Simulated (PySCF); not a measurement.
C7H15NOSi.
Atom-mapped SMILES: `[CH2:1]=[CH:2][CH2:3][C@@H:4]1[CH2:5][O:6][Si@H:7]([NH:8][CH3:9])[CH2:10]1` (hydrogens: H11, H12 on C1; H13 on C2; H14, H15 on C3; H16 on C4; H17, H18 on C5; H19 on Si7; H20 on N8; H21, H22, H23 on C9; H24, H25 on C10)

Computed with PySCF at PBE0/pcSseg-1, non-relativistic, on one gas-phase PBE0-D3(BJ)/def2-SVP geometry that isn't relaxed in the solvent. The solvent is an IEF-PCM continuum (van der Waals radii × 1.2). Only the electrostatic response of the medium enters.

Gas phase at PBE0/pcSseg-1: HOMO -6.80 eV, LUMO 0.35 eV, dipole 1.48 D.

**Question.** What does the continuum do to the energy, the frontier levels and the dipole at PBE0/pcSseg-1 in tetrahydrofuran and acetonitrile?

**Answer.** 
```json
{"solvent": "tetrahydrofuran", "ε": "7.426", "E(solvent) − E(gas) (kJ/mol)": "-19.53", "polarisation term (kJ/mol)": "-21.35", "distortion of the solute (kJ/mol)": "1.82", "HOMO (eV)": "-6.75", "LUMO (eV)": "0.40", "dipole (D)": "1.82"}
{"solvent": "acetonitrile", "ε": "35.69", "E(solvent) − E(gas) (kJ/mol)": "-23.81", "polarisation term (kJ/mol)": "-26.55", "distortion of the solute (kJ/mol)": "2.74", "HOMO (eV)": "-6.76", "LUMO (eV)": "0.40", "dipole (D)": "1.90"}
```

The first energy column is the sum of the next two and covers electrostatics alone. From tetrahydrofuran to acetonitrile the lowering changes by a factor 1.22, Onsager's factor (ε − 1)/(2ε + 1) by 1.18 and ε itself by 4.8.

**Question.** Which radius a makes the point-dipole formula ΔE = −[(ε − 1)/(2ε + 1)]·μ²/a³ give the value in acetonitrile, with the gas-phase dipole?

**Answer.** μ = 0.584 au and |ΔE| = 0.00907 Eh give a = 1.39 Å; the farthest nucleus lies 4.99 Å from the centroid of the nuclei, so such a sphere wouldn't even hold the nuclei. The formula assumes a rigid point dipole at the centre of a sphere.

**Question.** Which Hirshfeld charges (PBE0/pcSseg-1) respond most in acetonitrile (means over atoms taken as equivalent)?

**Answer.** 
```csv
atoms,environment,gas (e),solvent (e),change
O6,silyl ether oxygen,-0.253,-0.273,-0.020
H20,N–H hydrogen,+0.116,+0.127,+0.011
C1,terminal =CH2 carbon,-0.107,-0.116,-0.009
Si7,oxygen-bound silicon,+0.426,+0.418,-0.008
H24,methylene hydrogen,+0.035,+0.041,+0.006
H18,methylene hydrogen,+0.028,+0.033,+0.005
H19,Si–H hydrogen,-0.084,-0.088,-0.004
H14,methylene hydrogen,+0.042,+0.047,+0.005
```

**Question.** Which Mayer bond orders change most in acetonitrile?

**Answer.** 
```
   bond  length (Å)    gas  solvent  change
 Si7–N8       1.716  1.054    1.078  +0.024
  C5–O6       1.406  0.925    0.908  -0.017
 O6–Si7       1.692  0.937    0.925  -0.012
 N8–H20       1.014  0.924    0.914  -0.010
Si7–C10       1.882  0.903    0.910  +0.007
  C1–C2       1.333  1.982    1.976  -0.006
  N8–C9       1.443  0.969    0.963  -0.006
  C3–C4       1.528  1.007    1.011  +0.004
```

**Question.** How do the nuclear quadrupole coupling constants eQVzz/h respond in acetonitrile?

**Answer.** 
```csv
nucleus,Q (barn),gas (MHz),solvent (MHz),η gas,η solvent
17O at O6,-0.0256,-10.13,-9.93,0.41,0.42
14N at N8,0.02044,-4.95,-4.73,0.41,0.41
```

The run took 2.0 min of wall time on one thread, Arm Neoverse N1 (aarch64), shared host, and the process peaked at 1.4 GiB of memory. This is the whole shielding run at PBE0/pcSseg-1 in acetonitrile, SCF included.
